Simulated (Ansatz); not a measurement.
Ansatz (a quantum-chemistry and plane-wave program) input (BHLYP/def2-TZVPD):

Ansatz 0.2 input:
```yaml
crystal:
  periodic: [false, false, false]
  atoms:
    - {symbol: C, position_ang: [1.60290975, -0.92331109, -0.64587118]}
    - {symbol: Ge, position_ang: [-0.00310124, -0.00348306, -0.01784364]}
    - {symbol: C, position_ang: [-1.60305559, -1.12550630, -0.04920327]}
    - {symbol: C, position_ang: [-0.26707531, 1.74869684, -0.84243858]}
    - {symbol: F, position_ang: [0.29470408, 0.33098710, 1.69564187]}
    - {symbol: H, position_ang: [1.50914261, -1.17178492, -1.70411366]}
    - {symbol: H, position_ang: [1.75135333, -1.84393735, -0.08217415]}
    - {symbol: H, position_ang: [2.47593996, -0.28507514, -0.51239585]}
    - {symbol: H, position_ang: [-2.44084456, -0.59516903, 0.40267566]}
    - {symbol: H, position_ang: [-1.42663335, -2.04436799, 0.50928660]}
    - {symbol: H, position_ang: [-1.86534211, -1.38460838, -1.07608232]}
    - {symbol: H, position_ang: [-1.11652346, 2.25395076, -0.38363704]}
    - {symbol: H, position_ang: [-0.45913693, 1.64067528, -1.91101350]}
    - {symbol: H, position_ang: [0.62227438, 2.36361401, -0.70724779]}
basis:
  gaussian:
    orbitals: def2-TZVPD
hamiltonian:
  xc: {name: BHLYP}
magnetization: {spin_polarized: true, initial_magnetization: 2}
```

End of the output:

```
integrals: 0.30 GiB planned
1825 factors; their error is unknown
0.45 GiB of the device are held for the grids
2.16 GiB of device memory are held for the factors and their scratch space
mean field: 2.44 GiB planned
mean field evaluation 1: about -62476.3196 eV, gradient 4.7e1 eV
mean field evaluation 2: about -62477.5563 eV, gradient 4.7e1 eV
mean field evaluation 4: about -62485.6922 eV, gradient 2.6e0 eV
mean field evaluation 8: about -62485.8073 eV, gradient 3.0e-1 eV
mean field evaluation 16: about -62486.2873 eV, gradient 6.6e-3 eV
mean field evaluation 32: about -62486.2873 eV, gradient 2.7e-4 eV
mean field evaluation 64: about -62485.4083 eV, gradient 4.6e0 eV
mean field -62486.28738307 eV, -2296.3287066010 hartree, gradient 2.4e-6 eV, S^2 2.009027; 11 other end points of the search recorded, 0 dependent functions left out
reference -62486.28758845 eV, -2296.3287141486 hartree; 35, 33 occupied and 251, 253 virtual orbitals, 1825 factors
Total energy: -62486.28758845 eV, -2296.3287141486 hartree
```

This state (charge 0, triplet) is run at the relaxed geometry of the species with charge 0 and multiplicity 1, and is a spin state other than that species' own.
